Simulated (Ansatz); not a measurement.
Born–Oppenheimer molecular dynamics of C₃H₉BSi (14 atoms, charge 0, multiplicity 1). It starts from a relaxed structure.

The calculation used UKS r2SCAN/STO-3G in Ansatz.

* ensemble: NVT, Langevin thermostat
* time step: 1 fs
* steps asked: 126
* set temperature: 1000 K
* friction: 0.02 /fs
* seed: 871357

First frame:

```xyz
14
Properties=species:S:1:pos:R:3
B -0.607 0.310 1.914
C -0.635 1.353 0.795
Si 0.661 0.395 -0.216
C 0.399 -1.389 -0.645
C 0.185 -0.390 -1.818
H -1.358 -0.590 1.911
H 0.223 0.357 2.742
H -1.556 1.446 0.211
H -0.207 2.338 1.015
H 2.029 0.824 -0.043
H 1.267 -2.048 -0.731
H -0.494 -1.913 -0.299
H -0.841 -0.294 -2.182
H 0.920 -0.429 -2.627
```

How far do the bonds stretch over the last three quarters of this one trajectory? (Pairs bonded in most of those frames.)


```json
{"bond": "B1–C2", "mean (Å)": "1.557", "spread (Å)": "0.028", "shortest": "1.48", "longest": "1.61"}
{"bond": "B1–H6", "mean (Å)": "1.197", "spread (Å)": "0.063", "shortest": "1.08", "longest": "1.33"}
{"bond": "B1–H7", "mean (Å)": "1.187", "spread (Å)": "0.063", "shortest": "1.08", "longest": "1.31"}
{"bond": "C2–Si3", "mean (Å)": "1.885", "spread (Å)": "0.042", "shortest": "1.78", "longest": "1.95"}
{"bond": "C2–H8", "mean (Å)": "1.112", "spread (Å)": "0.064", "shortest": "1.00", "longest": "1.23"}
{"bond": "C2–H9", "mean (Å)": "1.112", "spread (Å)": "0.066", "shortest": "1.00", "longest": "1.22"}
{"bond": "Si3–C4", "mean (Å)": "1.861", "spread (Å)": "0.069", "shortest": "1.77", "longest": "2.05"}
{"bond": "Si3–C5", "mean (Å)": "1.839", "spread (Å)": "0.042", "shortest": "1.75", "longest": "1.91"}
{"bond": "Si3–H10", "mean (Å)": "1.457", "spread (Å)": "0.058", "shortest": "1.37", "longest": "1.58"}
{"bond": "C4–C5", "mean (Å)": "1.611", "spread (Å)": "0.110", "shortest": "1.39", "longest": "1.80"}
{"bond": "C4–H11", "mean (Å)": "1.117", "spread (Å)": "0.074", "shortest": "0.97", "longest": "1.25"}
{"bond": "C4–H12", "mean (Å)": "1.103", "spread (Å)": "0.052", "shortest": "1.02", "longest": "1.22"}
{"bond": "C5–H13", "mean (Å)": "1.106", "spread (Å)": "0.053", "shortest": "1.00", "longest": "1.20"}
{"bond": "C5–H14", "mean (Å)": "1.104", "spread (Å)": "0.046", "shortest": "1.02", "longest": "1.19"}
```

Mean temperature of the second half: 1258 K. The mean temperature of the second half is 26 % above the set value. A run of 0.13 ps of so small a system gives no equilibrium averages. Limits of this set-up: minimal basis.

The run took 7.2 min on 1 thread of Intel(R) Xeon(R) 6975P-C (Granite Rapids), with other jobs on the host, peak memory 0.2 GiB.
